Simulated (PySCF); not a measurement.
**Trend along group 14: MF anions**

PBE0 with double-zeta basis sets in PySCF, for the lowest determinant that a PBE0 search found; no spin–orbit coupling. De refers to high-spin ground-configuration atoms (the charge goes to the atom of lower measured ionisation energy or higher electron affinity, which is not always the lowest computed limit). A positive dipole points towards F; it is taken about the centre of mass and depends on that origin.

| M | basis | charged atom | state (unpaired electrons) | Re (Å) | ωe (cm⁻¹) | De (eV) | μ (D) |
| --- | --- | --- | --- | --- | --- | --- | --- |
| C | aug-cc-pVDZ | F− | triplet (π ↑↑) | 1.440 | 803 | 3.03 | 3.57 |
| Si | aug-cc-pV(D+d)Z/aug-cc-pVDZ | F− | triplet (π ↑↑) | 1.726 | 635 | 3.55 | 2.21 |
| Ge | aug-cc-pVDZ-PP/aug-cc-pVDZ | F− | triplet (π ↑↑) | 1.877 | 497 | 2.97 | -0.60 |
| Sn | aug-cc-pVDZ-PP/aug-cc-pVDZ | F− | triplet (π ↑↑) | 2.062 | 450 | 2.82 | -1.74 |
| Pb | aug-cc-pVDZ-PP/aug-cc-pVDZ | F− | triplet (π ↑↑) | 2.178 | 401 | 2.49 | -3.22 |

(1) By what factor does the bond length vary along the series?

Down a group the atoms grow and get heavier, so bonds lengthen and wavenumbers fall; this series shows no clear exception.

Spin–orbit coupling is left out, which matters for elements this heavy, above all for dissociation energies. For an ion De counts to the pair picked by the measured ionisation energies or electron affinities, which need not be the lowest pair at this level. The highest Kohn–Sham level is positive in some of these anions. Much of that is self-interaction error, but it also means that the finite basis helps to hold the extra electron. States were picked by a PBE0 search and need not be the measured ground states.

## Answers

(1) At PBE0 it runs from 1.440 Å (CF⁻) to 2.178 Å (PbF⁻), a factor of 1.51.
